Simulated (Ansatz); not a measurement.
Reaction (cleavage of the Ge–Si bond): `[GeH3][SiH2][GeH2][GeH3]` + H–F → `[F][GeH2][GeH3]` + `[SiH3][GeH3]`

Computed with Ansatz on PBE0-D4/def2-TZVP structures; ΔE is electronic, products minus reactants. CBS: MP2 limit from def2 TZ/QZ plus the TZ coupled-cluster correction, frozen cores. This one scheme is used for every species. Functionals use def2-TZVPP. HSE06 is defined as in plane-wave codes. For Ge outer-core shells are correlated without core-valence functions, which leaves a few kJ/mol of doubt a bond. Scalar relativity is left out up to krypton. Each species was taken in one conformer, which may not be the lowest.

`[GeH3][SiH2][GeH2][GeH3]`:

```xyz
14

Ge   -0.151   -2.091    1.165
Si   -1.270    0.006    1.088
Ge    0.161    1.640    0.118
Ge    0.947    0.878   -2.045
H     1.172   -1.959    1.937
H    -1.012   -3.165    1.850
H     0.172   -2.563   -0.263
H    -1.680    0.414    2.460
H    -2.496   -0.123    0.252
H     1.376    1.870    1.037
H    -0.571    2.986   -0.043
H     1.781   -0.402   -1.873
H     1.818    1.947   -2.724
H    -0.248    0.562   -2.958
```

H–F:

Z-matrix (Å, degrees):
```
F
H 1 0.920
```

`[F][GeH2][GeH3]`:

Cartesian coordinates in Å:
```
F -0.970 0.326 -2.103
Ge -1.112 -0.076 -0.406
Ge 1.123 0.052 0.522
H -2.094 0.955 0.178
H -1.727 -1.487 -0.370
H 2.037 -0.958 -0.184
H 1.063 -0.281 2.022
H 1.679 1.470 0.341
```

`[SiH3][GeH3]`:

Z-matrix (Å, degrees):
```
Si
Ge 1 2.378
H 1 1.487 2 110.1
H 1 1.487 2 110.1 3 -120.0
H 1 1.487 2 110.1 3 120.0
H 2 1.538 1 110.6 3 179.7
H 2 1.538 1 110.6 3 -60.3
H 2 1.538 1 110.6 3 59.7
```

| level | ΔE (kcal/mol) | difference from CCSD(T)/CBS |
| --- | --- | --- |
| revPBE-D4 | -2.7 | 0.2 |
| PBE0-D4 | -2.2 | 0.7 |
| HSE06-D4 | -2.1 | 0.8 |
| CAM-B3LYP-D4 | -8.4 | -5.5 |
| PBE0 | -4.4 | -1.5 |
| CAM-B3LYP | -10.8 | -7.9 |
| MP2/def2-TZVPP | -3.0 | -0.1 |
| SCS-MP2/def2-TZVPP | -6.5 | -3.6 |
| CCSD/def2-TZVPP | -5.1 | -2.2 |
| MP2/CBS(def2) | -1.9 | 1.0 |
| CCSD(T)/CBS | -2.9 | 0 |

Largest T1 diagnostic among the species: 0.012.

In def2-TZVPP, CCSD(T) changes the Hartree–Fock value by +10.2 kcal/mol (the triples alone add +1.2 kcal/mol) and MP2 by +11.1 kcal/mol. The D4 term adds +3.8 kcal/mol with B3LYP and +2.2 kcal/mol with PBE0; it sums over pairs of atoms, weighted by their polarisabilities, and B3LYP, whose exchange is more repulsive, gets the larger term.

B3LYP here is the variant with VWN-RPA as its local correlation; programs differ in this.
